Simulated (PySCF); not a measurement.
**Mayer bond orders and bond lengths**

C₉H₁₀O₂.
Numbering: `[CH2:1]=[CH:2][CH2:3][O:4][c:5]1[cH:6][cH:7][c:8]([OH:9])[cH:10][cH:11]1` (hydrogens: H12, H13 on C1; H14 on C2; H15, H16 on C3; H17 on C6; H18 on C7; H19 on O9; H20 on C10; H21 on C11)

Geometry (GFN2-xTB, Å), atoms numbered from 1 in this order:
```
atom  x, y, z in Å
C1     3.3689    0.7719    0.0557
C2     2.6171   -0.2999    0.2182
C3     1.9059   -1.0178   -0.8936
O4     0.6900   -1.6114   -0.4902
C5    -0.3707   -0.8062   -0.1823
C6    -0.3675    0.5805   -0.2332
C7    -1.5158    1.2884    0.0860
C8    -2.6742    0.6291    0.4646
O9    -3.8221    1.2943    0.7849
C10   -2.6759   -0.7621    0.5235
C11   -1.5389   -1.4677    0.2012
H12    3.5108    1.2268   -0.9116
H13    3.8824    1.2353    0.8800
H14    2.4812   -0.7457    1.1942
H15    1.7543   -0.3567   -1.7580
H16    2.5182   -1.8688   -1.2172
H17    0.5187    1.1277   -0.5113
H18   -1.5019    2.3695    0.0373
H19   -3.6808    2.2439    0.6941
H20   -3.5796   -1.2689    0.8206
H21   -1.5291   -2.5453    0.2368
```

Bond orders from the PBE0/pcSseg-1 density (PySCF). Geometry: GFN2-xTB, one conformer, isolated molecule.

(1) Where do the orders between heavy atoms depart from those drawn in the SMILES?

(2) Give the Mayer order of every bond between heavy atoms, beside its length.

Results:

(1) The largest departure is 0.124, at C8–C10 (drawn aromatic, 1.376), counting aromatic bonds as 1.5. The bonds drawn aromatic range from 1.38 to 1.49.

(2) 
```json
{"bond": "C1–C2", "drawn as": "double", "length (Å)": "1.319", "Mayer order": "1.964"}
{"bond": "C2–C3", "drawn as": "single", "length (Å)": "1.502", "Mayer order": "1.033"}
{"bond": "C3–O4", "drawn as": "single", "length (Å)": "1.412", "Mayer order": "0.894"}
{"bond": "O4–C5", "drawn as": "single", "length (Å)": "1.367", "Mayer order": "0.976"}
{"bond": "C5–C6", "drawn as": "aromatic", "length (Å)": "1.388", "Mayer order": "1.382"}
{"bond": "C6–C7", "drawn as": "aromatic", "length (Å)": "1.386", "Mayer order": "1.432"}
{"bond": "C7–C8", "drawn as": "aromatic", "length (Å)": "1.386", "Mayer order": "1.390"}
{"bond": "C8–O9", "drawn as": "single", "length (Å)": "1.365", "Mayer order": "1.049"}
{"bond": "C8–C10", "drawn as": "aromatic", "length (Å)": "1.392", "Mayer order": "1.376"}
{"bond": "C10–C11", "drawn as": "aromatic", "length (Å)": "1.376", "Mayer order": "1.491"}
{"bond": "C11–C5", "drawn as": "aromatic", "length (Å)": "1.396", "Mayer order": "1.389"}
```

Bonds between the same two heavy elements. C–C: lowest C2–C3 (1.033, 1.502 Å), highest C1–C2 (1.964, 1.319 Å). C–O: lowest C3–O4 (0.894, 1.412 Å), highest C8–O9 (1.049, 1.365 Å).

And the bonds to hydrogen?

C–H: 0.93 to 0.96 (9 bonds); H–O: 0.95 (1 bond).

Sum the orders of all bonds at each heavy atom with more than one neighbour and set the sums beside the valence in the SMILES.

C1 3.870 (drawn 4), C2 3.953 (drawn 4), C3 3.811 (drawn 4), O4 1.870 (drawn 2), C5 3.747 (drawn 4), C6 3.740 (drawn 4), C7 3.765 (drawn 4), C8 3.815 (drawn 4), O9 1.995 (drawn 2), C10 3.819 (drawn 4), C11 3.838 (drawn 4). Orders between atoms that aren't bonded are not in these sums.

For a closed shell the Mayer order of atoms A and B is Σ (PS)μν (PS)νμ over the basis functions μ on A and ν on B, with P the density and S the overlap matrix.
